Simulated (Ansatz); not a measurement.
Geometry optimisation, Ansatz 0.2.0, RKS PBE-D4/def2-SVP.

Input:

```yaml
crystal:
  periodic: [false, false, false]
  atoms:
    - { symbol: Si, position_ang: [3.00864, 1.67813, -0.428] }
    - { symbol: C, position_ang: [1.4677, 1.44769, -1.1203] }
    - { symbol: Mg, position_ang: [0.36289, 0.01205, -0.01016] }
    - { symbol: Si, position_ang: [-1.87256, -1.10296, 0.33996] }
    - { symbol: H, position_ang: [4.38094, 2.04756, -0.02681] }
    - { symbol: H, position_ang: [-2.54845, -0.80045, 1.6307] }
    - { symbol: H, position_ang: [-1.92424, -2.58808, 0.29153] }
    - { symbol: H, position_ang: [-2.87492, -0.69395, -0.67692] }
basis:
  gaussian: { orbitals: def2-SVP }
hamiltonian:
  xc: pbe
  dispersion: d4
relax:
  f_tol: 0.015
  max_steps: 40
```

Run as:

```bash
$ ansatz run input.yaml --threads 1 --pin off --max-ram 2048MiB --backend cpu --events-out ev --progress --plain --runs-dir out
```

Problem. Where does it end, and by what steps?

Solution. The run converged. After 12 steps the energy has fallen by 0.285 eV; Mg3 moved furthest, 0.46 Å.

```csv
step,energy less start (eV),largest force component (eV/Å),accepted
0,0.0000,1.325,yes
1,-0.1570,0.697,yes
2,-0.2060,0.317,yes
3,-0.2484,0.269,yes
4,-0.2608,0.166,yes
5,-0.2796,0.213,yes
6,-0.2815,0.080,yes
7,-0.2829,0.035,yes
8,-0.2839,0.021,yes
9,-0.2844,0.136,yes
10,-0.2848,0.029,yes
11,-0.2849,0.017,yes
12,-0.2849,0.001,yes
```

```xyz
8
Properties=species:S:1:pos:R:3
Si 3.240 1.586 -0.160
C 1.736 1.312 -0.833
Mg 0.076 0.223 -0.306
Si -2.041 -1.120 0.296
H 4.566 2.284 -0.302
H -2.568 -0.800 1.678
H -1.815 -2.616 0.279
H -3.193 -0.868 -0.652
```

Whether the end is a true minimum wasn't checked by a vibrational analysis.

The run took 63 s on 1 thread of Arm Neoverse N1, on a shared host, peak memory 0.13 GiB.
